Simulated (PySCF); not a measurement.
# Dipole moment and polarisability of `Cc1nncc([SiH3])n1`

C4H7N3Si.
SMILES with atom numbers: `[CH3:1][c:2]1[n:3][n:4][cH:5][c:6]([SiH3:7])[n:8]1` (hydrogens: H9, H10, H11 on C1; H12 on C5; H13, H14, H15 on Si7)

Cartesian coordinates in Å at the GFN2-xTB level; atoms count from 1:
```xyz
15
C4H7N3Si angstrom
C     -2.627   -0.490    0.380
C     -1.339    0.203    0.098
N     -1.383    1.499   -0.173
N     -0.275    2.134   -0.428
C      0.867    1.478   -0.414
C      0.921    0.110   -0.113
Si     2.501   -0.939   -0.063
N     -0.217   -0.519    0.144
H     -3.457    0.171    0.154
H     -2.693   -1.401   -0.211
H     -2.662   -0.771    1.432
H      1.754    2.052   -0.639
H      3.621   -0.014    0.120
H      2.378   -1.880    1.043
H      2.606   -1.624   -1.352
```

Level: CAM-B3LYP/def2-SVPD (PySCF), static field, nuclei fixed, core orbitals frozen in the response. The polarisability tensor in these axes (au):

```
x   117.19  -4.24  -5.20
y    -4.24  93.38  -5.81
z    -5.20  -5.81  65.95
```

**Question.** Diagonalise the tensor; give its mean and Δα, where Δα² is half the sum of the squared differences of the eigenvalues.

**Answer.** Principal values 64.10, 94.15 and 118.27 au; mean 92.17 au = 13.66 Å³ = 15.20 × 10⁻⁴⁰ C²·m²/J; Δα = 47.00 au (51 % of the mean).

**Question.** What is the dipole moment, and where does it point?

**Answer.** (1.74, -1.95, 0.24) D, 2.62 D in size, pointing from the negative to the positive side. Measured along this direction, the outermost atoms are H9 at the negative end and H14 at the positive end.

**Question.** Sum over states: ᾱ = Σ f/ω², ω in Eh. What share falls to these 8 lowest TDDFT singlets (eV, f)? 2.93, 0.0051; 3.93, 0.0001; 5.35, 0.0022; 5.50, 0.1278; 5.86, 0.0001; 6.39, 0.0029; 6.43, 0.0011; 6.64, 0.0744.

**Answer.** They add up to 4.96 au, 5.4 % of the 92.17 au; the largest single term is 3.13 au, from the state at 5.50 eV. Terms in order: 0.44, 0.00, 0.06, 3.13, 0.00, 0.05, 0.02, 1.25 au. Higher excitations give the rest. The strengths listed sum to 0.214.

**Question.** Refractivity n − 1 of an ideal gas of it at 273.15 K and 1 atm, from the electronic α?

**Answer.** N = p/kT = 2.6868 × 10¹⁹ cm⁻³, so n − 1 = 2π × N × 13.66 × 10⁻²⁴ cm³ = 2306 × 10⁻⁶ at long wavelengths, for an ideal gas.

**Question.** Find the Langevin capture rate constant for O2+ (31.990 u) meeting this molecule (125.041 u), k = 2.342 × 10⁻⁹ cm³/s × √(α in Å³ / reduced mass in u).

**Answer.** The reduced mass is 25.47 u, so k = 1.71 × 10⁻⁹ cm³/s. The formula leaves out the permanent dipole, which adds to the capture rate.

**Question.** Orientational against electronic polarisability at 350 K (dilute gas, rigid molecules)?

**Answer.** In Gaussian units μ²/3kT = 47.44 Å³ against 13.66 Å³, a ratio of 3.47; the Debye molar polarisation (4π/3)N_A(α + μ²/3kT) is 154.1 cm³/mol, leaving out the vibrational part.

**Question.** Estimate the molar refractivity from the static electronic polarisability.

**Answer.** Lorentz–Lorenz: R = (4π/3)N_A α = 2.5225 cm³/(mol·Å³) × 13.66 Å³ = 34.5 cm³/mol, in the limit of long wavelengths.

Geometry: GFN2-xTB; no solvent, vibrations or thermal averaging.
